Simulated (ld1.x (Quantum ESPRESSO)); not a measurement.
**Au (Z = 79), TM: configuration errors across variants**

Au (Z = 79), norm-conserving Troullier–Martins (Kleinman–Bylander form), made with ld1.x (Quantum ESPRESSO) 7.5 (PBE, scalar-relativistic). Core [Xe] 4f14, reference 5d10 6s0 6p0 (charge +1). Waves: 6s (bound, empty): rc 2.25 bohr; 6p (bound, empty): rc 2.65 bohr; 5d (bound): rc 2.05 bohr. Local part: all-electron potential smoothed inside 1.55 bohr (lloc = -2). Core correction: none.

All-electron excitation energies from the reference (eV): (1) 5d10 6s1 6p0 -9.409; (2) 5d9 6s0 6p0 21.208; (3) 5d8 6s0 6p0 55.085; (4) 5d10 6s0.5 6p0 -5.636; (5) 5d9 6s1 6p0 2.715; (6) 5d9 6s1 6p1 -1.912; (7) 5d9 6s2 6p0 -7.715.

2 further variants failed, have other tests or too few solved ones, and are left out.

A true bound ghost makes a file unfit for plane-wave use even where its test errors are small: the radial tests pick states by their node count and pass the ghost by.

Errors AE − PS in meV (a dash: test not solved or not reliable):

```tsv
change	(1)	(2)	(3)	(4)	(5)	(6)	(7)	bound ghosts
base	+8.8	-15	-92	+4.1	-46	-61	-55	s
wave 5d (bound): rc 2.05 bohr becomes 5d (bound): rc 1.26 bohr	+8.7	-14	-92	+4.1	-47	-62	-56	s
local potential the s channel	+9.1	-60	-298	+4.1	-70	-89	-76	none
type PAW; waves now 6s (bound): rcut 1.95, rcutus 2.25 bohr; 6s channel at 2.95 Ry: rcut 1.95, rcutus 2.25 bohr; 6p (bound): rcut 2.30, rcutus 2.65 bohr; 6p channel at 0.65 Ry: rcut 2.30, rcutus 2.65 bohr; 5d (bound): rcut 1.80, rcutus 2.05 bohr; 5d channel at -0.7 Ry: rcut 1.80, rcutus 2.05 bohr; local potential all-electron potential smoothed inside 2.40 bohr (lloc = -1); core correction a·sin(br)/r model core, default radius (ld1.x builds one for every PAW set, though the input has nlcc=.false.); augmentation BESSEL, radius 1.30 bohr	+9.5	-56	-292	+3.8	-23	-11	-1.6	none
```

Question: Give the same row for: local potential all-electron potential smoothed inside 2.96 bohr (lloc = -2).

Answer: +6.4, -85, -397, +3.4, -82, -97, -79; bound ghosts: none.
